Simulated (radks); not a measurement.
The table gives one normalised radial function P(r) = r R(r) (large component) of S in [Ne] 3s2 3p4 (r in bohr). Method: Dirac Kohn-Sham, exchange-only PBE, spin-unpolarised, spherical densities, finite nucleus; open shells are shared between the two j in proportion to 2j + 1; Fermi nuclear charge, rms radius 3.2611 fm; computed with a radial shooting solver on a logarithmic mesh with Libxc functionals.

r	P
0.003143	0.0004
0.004027	0.0007
0.005161	0.0010
0.006613	0.0016
0.008407	0.0025
0.01077	0.0040
0.01381	0.0063
0.01769	0.0100
0.02267	0.0156
0.02905	0.0242
0.03723	0.0370
0.04733	0.0550
0.06065	0.0811
0.07772	0.1165
0.09959	0.1617
0.1276	0.2146
0.1635	0.2693
0.2096	0.3136
0.2664	0.3295
0.3414	0.2969
0.4375	0.1969
0.5606	0.0249
0.7184	-0.2009
0.9206	-0.4380
1.18	-0.6300
1.5	-0.7210
1.922	-0.6911
2.463	-0.5618
3.156	-0.3911
4.044	-0.2327
5.183	-0.1154
6.641	-0.0450

Which n and l does it have? It may be an empty orbital.

Answer. n = 3, l = 1: the number of nodes gives n - l - 1 = 1, the rise at small r points to l (for j = l - 1/2 the large component starts outside the nucleus as r^gamma with gamma = sqrt(l^2 - (Z/c)^2) = 0.99 and the r^(l+1) term takes over further out; the orbital of l - 1 with the same j starts with the same power, but with a larger coefficient, and does not steepen), and the extent must fit the shell. The curve is that of 3p1/2; the two j differ most near the nucleus, where j = l - 1/2 has the larger amplitude, and in heavy atoms j = l - 1/2 is also the more compact. 3p1/2: eigenvalue -6.217 eV, 1 radial node at r = 0.578 bohr, <r> = 2.10 bohr, 90 % of the charge inside 3.37 bohr.
